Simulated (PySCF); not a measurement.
HBF$_{2}$O, singlet, at a GFN2-xTB geometry. Base run: PBE/6-31+G* in PySCF.

The PySCF input:
```python
from pyscf import gto, scf, dft, solvent

mol = gto.M(
    atom='''
B    -0.02349762    0.00205003    0.00719131
F     1.27159198   -0.22806875   -0.17226560
F    -0.54068260   -0.46804881    1.11954512
O    -0.76534060    0.65930447   -0.86300987
H    -0.33797155    0.98037211   -1.65739331
''',
    basis='6-31+g*',
    verbose=4,
)

mf = dft.RKS(mol)
mf.xc = 'pbe'
mf.kernel()
mf.analyze()
```

The base run was repeated with changes; each row names its change, and settings that it needs were set with it.

```csv
change,ΔE vs base (kJ/mol),dipole (D),HOMO-LUMO gap (eV)
base,0.00,2.25,8.12
model = IEF-PCM; solvent = n-hexane; r_probe = 0.5,(withheld),(withheld),8.18
model = IEF-PCM; solvent = water,-23.05,2.66,8.27
model = ddCOSMO; solvent = n-hexane,-7.76,2.39,8.21
model = SS(V)PE; solvent = n-hexane,-8.18,2.39,8.20
model = IEF-PCM; solvent = n-hexane; lebedev_order = 41,-8.24,2.39,8.20
model = IEF-PCM; solvent = n-hexane,-8.24,2.39,8.20
model = IEF-PCM; solvent = n-hexane; lebedev_order = 11,-7.87,2.39,8.19
model = IEF-PCM; solvent = n-hexane; vdw_scale = 1.4,(withheld),(withheld),8.18
model = IEF-PCM; solvent = n-hexane; vdw_scale = 1.1,-10.75,2.42,8.20
model = IEF-PCM; solvent = dimethylsulfoxide,-22.72,2.65,8.27
model = IEF-PCM; solvent = chloroform,(withheld),(withheld),(withheld)
```

Fill in the missing entries.


- model = IEF-PCM; solvent = n-hexane; r_probe = 0.5, ΔE vs base (kJ/mol): -3.59
- model = IEF-PCM; solvent = n-hexane; r_probe = 0.5, dipole (D): 2.33
- model = IEF-PCM; solvent = n-hexane; vdw_scale = 1.4, ΔE vs base (kJ/mol): -5.05
- model = IEF-PCM; solvent = n-hexane; vdw_scale = 1.4, dipole (D): 2.35
- model = IEF-PCM; solvent = chloroform, ΔE vs base (kJ/mol): -16.31
- model = IEF-PCM; solvent = chloroform, dipole (D): 2.54
- model = IEF-PCM; solvent = chloroform, HOMO-LUMO gap (eV): 8.25

The base is the gas phase, so ΔE is the electrostatic part of solvation at a fixed geometry, without cavity and dispersion terms.
